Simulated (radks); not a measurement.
Q: The calcium ion Ca10+, configuration [Ne]. Calculated with a radial shooting solver on a logarithmic mesh with Libxc functionals: Dirac Kohn-Sham, PBEsol, spin-unpolarised, spherical densities, finite nucleus; Fermi nuclear charge, rms radius 3.4776 fm. Some entries of the table are withheld. Estimate them.

| orbital | occ. | eigenvalue (eV) | <r> (bohr) |
|---|---|---|---|
| 1s1/2 | 2 | -4183.990 | 0.07686 |
| 2s1/2 | 2 | -636.7807 | 0.3592 |
| 2p1/2 | 2 | (1) | (2) |
| 2p3/2 | 4 | (3) | (4) |

A: 
(1) 2p1/2 eigenvalue (eV): -562.1432
(2) 2p1/2 <r> (bohr): 0.3196
(3) 2p3/2 eigenvalue (eV): -558.3183
(4) 2p3/2 <r> (bohr): 0.3220
